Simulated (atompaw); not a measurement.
**Which setting gave this result? (Ni, PAW (atompaw))**

Base potential:

```
Element                 : nickel (Ni)
Generator               : atompaw 4.2.0.5
Type                    : PAW
Functional              : PBEsol
Relativity              : scalar-relativistic
Frozen core             : [Ne]
Valence charge          : 18
Reference configuration : 3s2 3p6 3d8.5 4s1.5 4p0
Partial waves           : 3s (bound); 4s (bound); 3p (bound); 4p (bound, empty); 3d (bound); 3d channel at 1.95 Ry
Local potential         : troulliermartins scheme with l = 3 at 0.5 Ry, radius 1.25 bohr
Core correction         : smooth core density matched at 0.95 bohr
Augmentation charge     : sinc compensation charge, radius 1.50 bohr; PAW radius 1.55 bohr; waves and projectors: bloechl
```

Cutoffs, loose and tight: the cutoffs (Ry, on a coarse ladder) from which the occupation-weighted sum of valence levels, in a spherical-Bessel basis at the reference potential, stays within 10 and 1 mRy of its value at 400 Ry. They see the waves, projectors and local potential, not the compensation charge or the core.

Only the r_vloc is moved (3 further runs of the sweep failed or gave no value and are left out):

| r_vloc (bohr) | cutoff, loose | cutoff, tight | bound ghosts |
| --- | --- | --- | --- |
| 0.88 | 260 Ry | over 300 Ry | none |
| 0.96 | 230 Ry | 300 Ry | none |
| 1.12 | 140 Ry | 200 Ry | none |
| 1.24 | 110 Ry | 160 Ry | none |
| 1.34 | 100 Ry | 140 Ry | none |
| 1.42 | 90 Ry | 120 Ry | none |

**Question.** One more run gave cutoff, loose: 180 Ry; cutoff, tight: 230 Ry; bound ghosts: none. Which value of the r_vloc was used?

**Answer.** 1.04 bohr. The loose cutoff moves one way along this sweep, from 260 Ry at 0.88 to 90 Ry at 1.42 bohr, which places the run between 0.96 and 1.12 bohr.
